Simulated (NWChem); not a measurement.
System: C₃H₃, doublet; SMILES [CH]=C=C

NWChem printed, in part:

```
             Northwest Computational Chemistry Package (NWChem) 7.3.0
             --------------------------------------------------------

                             Geometry "geometry" -> ""
                             -------------------------

 Output coordinates in angstroms (scale by  1.889725989 to convert to a.u.)

  No.       Tag          Charge          X              Y              Z
 ---- ---------------- ---------- -------------- -------------- --------------
    1 C                    6.0000     0.00000000     0.00000000     1.25939500
    2 C                    6.0000     0.00000000     0.00000000    -0.11340100
    3 C                    6.0000     0.00000000     0.00000000    -1.35772100
    4 H                    1.0000     0.00000000     0.94552600     1.82486200
    5 H                    1.0000     0.00000000    -0.94552600     1.82486200
    6 H                    1.0000     0.00000000     0.00000000    -2.43836800

 Effective nuclear repulsion energy (a.u.)      52.7717158213

  pbe96 is a nonlocal functional; adding pw91lda local functional.
                              NWChem Property Module
                              ----------------------

  itol2e modified to match energy
  convergence criterion.

                                 NWChem DFT Module
                                 -----------------

 Summary of "ao basis" -> "ao basis" (spherical)
 ------------------------------------------------------------------------------
       Tag                 Description            Shells   Functions and Types
 ---------------- ------------------------------  ------  ---------------------
 C                         def2-tzvp                11       31   5s3p2d1f
 H                         def2-tzvp                 4        6   3s1p

  itol2e modified to match energy
  convergence criterion.

[...]

          ----------------------
          Hyperfine Interactions
          ----------------------

 Total Spin Density (Fermi Contact Term)
 ------------------ --------------------
     Atom            x         y         z       Density (a.u.)      Aiso(MHz)     Aiso(Gauss)
     1  13-C      0.00000   0.00000   2.37991       0.037860         42.561645      15.187028
     2  13-C      0.00000   0.00000  -0.21430      -0.048767        -54.822893     -19.562139
     3  13-C      0.00000   0.00000  -2.56572       0.026627         29.933747      10.681087
     4   1-H      0.00000   1.78679   3.44849      -0.010228        -45.718663     -16.313528
     5   1-H      0.00000  -1.78679   3.44849      -0.010228        -45.718663     -16.313528
     6   1-H      0.00000   0.00000  -4.60785      -0.008407        -37.578320     -13.408857

           -------------------------------------------
           Anisotropic Interaction (Spin-Dipolar Term)
           -------------------------------------------

 ------------------------------------------------------------
     Atom            x         y         z
 ------------------------------------------------------------
     1  13-C      0.00000   0.00000   2.37991

   Spin-Dipolar term (a.u.)
        xx             yy             zz             xy             xz             yz
 ------------------------------------------------------------------------------------------
       0.820817      -0.407439      -0.413378      -0.000000      -0.000000      -0.000000

   Principal Comp. of -hf- tensor (au)            Anisotropic -hfcc- (MHz)               Anisotropic -hfcc- (Gauss)
 --------------------------------------------------------------------------------------------------------------------------
      0.820817    -0.407439    -0.413378     110.145842   -54.674439   -55.471402      39.302709   -19.509167   -19.793542

   Orientation of the principal axis of Hyperfine Tensor w.r.t absolute (molecular) frame
 --------------------------------------------------------------------------------------------------------------------------
      1.000000     0.000000     0.000000
     -0.000000     1.000000     0.000000
     -0.000000    -0.000000     1.000000

 ------------------------------------------------------------
     Atom            x         y         z
 ------------------------------------------------------------
     2  13-C      0.00000   0.00000  -0.21430

   Spin-Dipolar term (a.u.)
        xx             yy             zz             xy             xz             yz
 ------------------------------------------------------------------------------------------
      -0.114615      -0.027478       0.142093       0.000000       0.000000      -0.000000

   Principal Comp. of -hf- tensor (au)            Anisotropic -hfcc- (MHz)               Anisotropic -hfcc- (Gauss)
 --------------------------------------------------------------------------------------------------------------------------
     -0.114615    -0.027478     0.142093     -15.380294    -3.687249    19.067544      -5.488062    -1.315700     6.803762

   Orientation of the principal axis of Hyperfine Tensor w.r.t absolute (molecular) frame
 --------------------------------------------------------------------------------------------------------------------------
      1.000000     0.000000     0.000000
     -0.000000     1.000000    -0.000000
     -0.000000     0.000000     1.000000

[...]
```

Level: PBE/def2-TZVP, spin-unrestricted, contact and dipolar terms. In the optimisation the excess spin sits in b1 (C2v, its own frame). The geometry was optimised at PBE-D3(BJ)/def2-SVP, spin-unrestricted. No stability test was run on the SCF state.

Problem. Which NWChem input produces such a log?

Solution. This is not unique; one that fits is the input that was run:
```
start job
memory heap 200 mb stack 900 mb global 1100 mb
geometry units angstroms noautosym nocenter noautoz
  C      0.000000     0.000000     1.259395
  C      0.000000     0.000000    -0.113401
  C      0.000000     0.000000    -1.357721
  H      0.000000     0.945526     1.824862
  H      0.000000    -0.945526     1.824862
  H      0.000000     0.000000    -2.438368
end
basis spherical
  * library def2-tzvp
end
dft
  odft
  mult 2
  xc xpbe96 cpbe96
  iterations 150
end
property
  hyperfine
end
task dft property
```
